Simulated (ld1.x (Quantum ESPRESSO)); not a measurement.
# Tc: one change to a TM potential, before and after

```json
{"Element": "technetium (Tc)", "Generator": "ld1.x (Quantum ESPRESSO) 7.5", "Type": "norm-conserving Troullier–Martins (Kleinman–Bylander form)", "Functional": "BLYP", "Relativity": "scalar-relativistic", "Frozen core": "[Ar] 3d10", "Valence charge": "15", "Reference configuration": "4s2 4p6 4d5 5s1.75 5p0.25", "Partial waves": "4p (bound): rc 1.10 bohr; 4d (bound): rc 2.05 bohr; 4s (bound): rc 1.15 bohr", "Local potential": "the s channel", "Core correction": "none"}
```

Occupied shells without a wave of their own: 5p, 5s. They enter only through the test configuration that unscreens the potential.

All-electron outer shells of the reference configuration (BLYP, scalar-relativistic, ld1.x):

| shell | level (eV) | outermost node (bohr) | outermost maximum (bohr) |
| --- | --- | --- | --- |
| 3p | -416.15 | 0.16 | 0.36 |
| 3d | -250.16 | – | 0.31 |
| 4s | -73.60 | 0.50 | 0.95 |
| 4p | -45.54 | 0.51 | 1.03 |
| 4d | -6.86 | 0.50 | 1.27 |
| 5s | -5.21 | 1.28 | 2.72 |
| 5p | -1.53 | 1.45 | 3.67 |

Change: wave 4p (bound): rc 1.10 bohr becomes 4p (bound): rc 1.56 bohr.

Cutoffs: the cutoffs (Ry, on a coarse ladder) from which the occupation-weighted sum of valence levels, in a spherical-Bessel basis at the reference potential, stays within 10 and 1 mRy of its value at 400 Ry; they do not see the model core or the augmentation charge, which bear on the density cutoff. Errors are all-electron minus pseudo energies relative to the spin-unpolarised reference configuration.

Problem. Predict the effect on cutoff, ghosts and configuration errors.

Solution. The potential gets softer (120 Ry and 200 Ry → 100 Ry and 180 Ry); of the 7 tests that both files solve, the error grows in 0 and shrinks in 3 by more than 15 % and 0.3 meV (median size 180.2 → 143.8 meV); neither file shows a bound ghost. A larger radius leaves more room for a smooth pseudo-wave, so fewer plane waves are needed. That the errors move this way runs against the usual rule that smaller radii transfer better.

| quantity | base | changed |
| --- | --- | --- |
| cutoff, loose | 120 Ry | 100 Ry |
| cutoff, tight | 200 Ry | 180 Ry |
| loose cutoff by channel (10 mRy a level) | p 60 Ry, d 35 Ry, s 90 Ry | p 25 Ry, d 35 Ry, s 90 Ry |
| bound ghosts | none | none |
| largest miss of a reference level, eV | 0.10 | 0.10 |
| error for 4s2 4p6 4d5 5s2 5p0, meV [ΔE -0.91 eV] | +17 | +11 |
| error for 4s2 4p6 4d5 5s1 5p0, meV [ΔE 7.21 eV] | -107 | -120 |
| error for 4s2 4p6 4d5 5s0 5p0, meV [ΔE 22.18 eV] | -294 | -316 |
| error for 4s2 4p6 4d5 5s0 5p1, meV [ΔE 11.80 eV] | -184 | -144 |
| error for 4s2 4p6 4d3 5s0 5p0, meV [ΔE 92.71 eV] | -543 | -584 |
| error for 4s2 4p6 4d5 5s1 5p1, meV [ΔE 2.84 eV] | -52 | -29 |
| error for 4s2 4p6 4d6 5s0 5p0, meV [ΔE 5.41 eV] | -180 | -190 |
| s: phases at 2.24 bohr within 0.05 rad from the reference energy up to (Ry; the scan ends near 5) | -0.1 | -0.1 |
| p: phases at 2.24 bohr within 0.05 rad from the reference energy up to (Ry; the scan ends near 5) | 0.9 | 0.5 |
| d: phases at 2.24 bohr within 0.05 rad from the reference energy up to (Ry; the scan ends near 5) | to the end of the scan | to the end of the scan |

Base: The 5p, 5s levels have no wave, so the channel is fitted at the deeper level alone: the likely source of the large errors. Changed file: The 5p, 5s levels have no wave, so the channel is fitted at the deeper level alone: the likely source of the large errors.
